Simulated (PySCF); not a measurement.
Cartesian coordinates in Å; atom numbers follow the order of the lines, from 1:
```xyz
30

C     3.1678   -0.7088   -0.5355
C     1.9013    0.1260   -0.7447
C     2.2336    1.6174   -0.7278
Al    0.5450   -0.4097    0.6188
C    -0.3759   -2.1882    0.5259
C    -1.8444   -1.9064    0.1715
C    -2.2475   -0.5062    0.6195
N    -1.2813    0.5067    0.1331
C    -1.4741    1.7882    0.8143
C    -1.3884    0.6859   -1.3174
H     3.9536   -0.4683   -1.2767
H     3.6122   -0.5309    0.4601
H     2.9715   -1.7916   -0.6121
H     1.5023   -0.1296   -1.7467
H     1.3641    2.2525   -0.9723
H     3.0295    1.8794   -1.4509
H     2.5890    1.9390    0.2666
H     0.7886    0.1856    2.1013
H     0.0670   -2.9033   -0.1862
H    -0.3142   -2.6720    1.5164
H    -2.0091   -2.0019   -0.9150
H    -2.5502   -2.6198    0.6320
H    -2.2253   -0.4555    1.7205
H    -3.2686   -0.2288    0.2944
H    -1.3595    1.6490    1.8970
H    -0.7112    2.5042    0.4790
H    -2.4749    2.2043    0.5996
H    -2.4044    1.0183   -1.5968
H    -0.6604    1.4368   -1.6504
H    -1.1673   -0.2550   -1.8363
```

Geometry: PBE0-D3(BJ)/def2-SVP; GIAO shifts from PySCF, gas phase, non-relativistic, averaged over equivalent atoms.

At PBE0/pcSseg-1 (277 basis functions, 2.5 min wall time on 1 thread of an Arm Neoverse N1, shared host):
```json
{"atoms": "C7", "δ (ppm)": "65.0"}
{"atoms": "C9", "δ (ppm)": "49.1"}
{"atoms": "C10", "δ (ppm)": "41.6"}
{"atoms": "C6", "δ (ppm)": "25.4"}
{"atoms": "C3", "δ (ppm)": "22.5"}
{"atoms": "C1", "δ (ppm)": "19.7"}
{"atoms": "C2", "δ (ppm)": "10.5"}
{"atoms": "C5", "δ (ppm)": "1.2"}
{"atoms": "Al4", "δ (ppm)": "105.1"}
{"atoms": "N8", "δ (ppm)": "50.9"}
{"atoms": "H18", "δ (ppm)": "3.86"}
{"atoms": "H23", "δ (ppm)": "2.46"}
{"atoms": "H25/H26/H27", "δ (ppm)": "2.44"}
{"atoms": "H28/H29/H30", "δ (ppm)": "2.19"}
{"atoms": "H24", "δ (ppm)": "1.97"}
{"atoms": "H22", "δ (ppm)": "1.87"}
{"atoms": "H21", "δ (ppm)": "1.51"}
{"atoms": "H15/H16/H17", "δ (ppm)": "1.10"}
{"atoms": "H11/H12/H13", "δ (ppm)": "1.05"}
{"atoms": "H20", "δ (ppm)": "0.18"}
{"atoms": "H19", "δ (ppm)": "0.04"}
{"atoms": "H14", "δ (ppm)": "-0.12"}
```

δ = σ(ref) − σ, references computed at the same level: ¹³C (σ = 184.41 ppm), ¹H (σ = 31.27 ppm) against TMS; ²⁷Al (σ = 489.28 ppm) vs AlH4-; ¹⁵N (σ = 265.67 ppm) vs NH3.

**Question.** What do these become at B97-2/pcSseg-1?

**Answer.** 
```csv
atoms,δ at B97-2/pcSseg-1,change
C7,64.1,-0.9
C9,48.5,-0.6
C10,41.3,-0.3
C6,25.7,+0.3
C3,22.6,+0.1
C1,20.0,+0.3
C2,10.7,+0.2
C5,1.3,+0.1
Al4,100.1,-5.0
N8,49.5,-1.4
H18,3.69,-0.17
H23,2.45,-0.01
H25/H26/H27,2.44,+0.00
H28/H29/H30,2.20,+0.01
H24,2.00,+0.03
H22,1.87,+0.00
H21,1.51,+0.00
H15/H16/H17,1.11,+0.01
H11/H12/H13,1.05,+0.00
H20,0.14,-0.04
H19,0.02,-0.02
H14,-0.15,-0.03
```

Scale: ¹³C (183.69 ppm) and ¹H (31.38 ppm) vs TMS; AlH4- for ²⁷Al (495.78 ppm); NH3 for ¹⁵N (262.91 ppm) (reference shieldings calculated alike).

The largest change is at Al4 (aluminium bonded to 2 C, N, H, in a 5-membered ring). Cost: 277 basis functions, 2.3 min wall time on 1 thread of an Arm Neoverse N1, shared host. The order of the carbon signals is the same at both levels.

Experimental scales use liquid or dissolved standards, which lie at an offset from isolated NH3 (liquid NH3: subtract about 20 ppm).
